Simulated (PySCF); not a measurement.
Point-charge models of cyclopentanemethanol, `OCC1CCCC1` against its computed dipole.

Coordinates (GFN2-xTB, Å) and charges (e) from the PBE0/pcSseg-1 density (PySCF):

| atom | x | y | z | Mulliken | IAO | Hirshfeld | ESP-fitted |
| --- | --- | --- | --- | --- | --- | --- | --- |
| O1 | 2.664 | -1.125 | -0.341 | -0.4575 | -0.5508 | -0.2322 | -0.6291 |
| C2 | 1.884 | 0.027 | -0.558 | +0.1645 | -0.0405 | -0.0012 | +0.0674 |
| C3 | 0.611 | 0.056 | 0.288 | -0.4310 | -0.1252 | -0.0317 | +0.0622 |
| C4 | -0.320 | -1.129 | 0.010 | -0.1352 | -0.2596 | -0.0747 | -0.0462 |
| C5 | -1.688 | -0.613 | 0.439 | -0.2172 | -0.2589 | -0.0713 | -0.1041 |
| C6 | -1.702 | 0.814 | -0.109 | -0.2291 | -0.2631 | -0.0693 | +0.0018 |
| C7 | -0.250 | 1.307 | 0.021 | -0.1560 | -0.2720 | -0.0687 | -0.0819 |
| H8 | 2.861 | -1.190 | 0.600 | +0.2217 | +0.3430 | +0.1609 | +0.4041 |
| H9 | 1.631 | 0.009 | -1.620 | +0.1066 | +0.1395 | +0.0409 | +0.1064 |
| H10 | 2.477 | 0.934 | -0.358 | +0.1020 | +0.1118 | +0.0286 | +0.0179 |
| H11 | 0.901 | 0.034 | 1.346 | +0.1069 | +0.1152 | +0.0287 | +0.0149 |
| H12 | -0.323 | -1.347 | -1.059 | +0.1090 | +0.1272 | +0.0366 | +0.0485 |
| H13 | -0.017 | -2.030 | 0.541 | +0.1196 | +0.1382 | +0.0361 | +0.0095 |
| H14 | -2.507 | -1.216 | 0.051 | +0.1197 | +0.1357 | +0.0384 | +0.0253 |
| H15 | -1.755 | -0.600 | 1.529 | +0.1094 | +0.1266 | +0.0345 | +0.0446 |
| H16 | -2.401 | 1.455 | 0.426 | +0.1172 | +0.1359 | +0.0371 | +0.0076 |
| H17 | -1.998 | 0.796 | -1.158 | +0.1164 | +0.1310 | +0.0353 | +0.0249 |
| H18 | -0.151 | 2.022 | 0.838 | +0.1206 | +0.1356 | +0.0356 | +0.0298 |
| H19 | 0.072 | 1.805 | -0.893 | +0.1122 | +0.1304 | +0.0363 | -0.0038 |

Problem. What dipole does each set of charges give (1 e·Å = 4.803 D), and what does the density give?

Solution. The full density gives (-0.66, 0.96, 1.25) D, 1.70 D in size; dipole vectors point from the negative to the positive end.

```tsv
scheme	μx	μy	μz	size (D)	share of the full size (%)	angle to the full dipole (°)
Mulliken	-1.10	1.61	-0.14	1.96	115	51
IAO	-0.96	1.51	1.05	2.08	122	17
Hirshfeld	-0.33	0.52	0.53	0.81	48	6
ESP-fitted	-0.70	0.97	1.23	1.72	101	1
```

Problem. Which set comes closest?

Solution. Length of the difference vector: ESP-fitted 0.05 D, IAO 0.66 D, Hirshfeld 0.90 D, Mulliken 1.59 D. Closest: ESP-fitted. ESP charges are fitted to the potential around the molecule, whose slowest-falling term is the dipole's. 

Problem. What is left for the Hirshfeld atoms' own dipoles?

Solution. The shares of the density sum to the whole, so what Σ q r misses lies in dipoles about the nuclei. The atomic dipoles sum to (-0.66, 0.96, 1.25) − (-0.33, 0.52, 0.53) = (-0.33, 0.44, 0.72) D, 0.90 D in size.

Problem. With the origin at the mean of the coordinates, (-0.001, 0.000, 0.000) Å, which are the largest single terms, by size, of the ESP-fitted dipole along the direction of the full one?

Solution. O1 +5.78, H8 -2.60, H9 -0.93, C2 -0.36, C7 -0.33 D; all 19 atoms together +1.72 D. The single terms depend on the origin, their sum doesn't.

Problem. Give the size of the full dipole in other units.

Solution. 1.70 D = 0.671 au = 0.355 e·Å = 5.68 × 10⁻³⁰ C·m.

One conformer (not necessarily the lowest) at the GFN2-xTB geometry, without solvent, vibrations or thermal averaging.
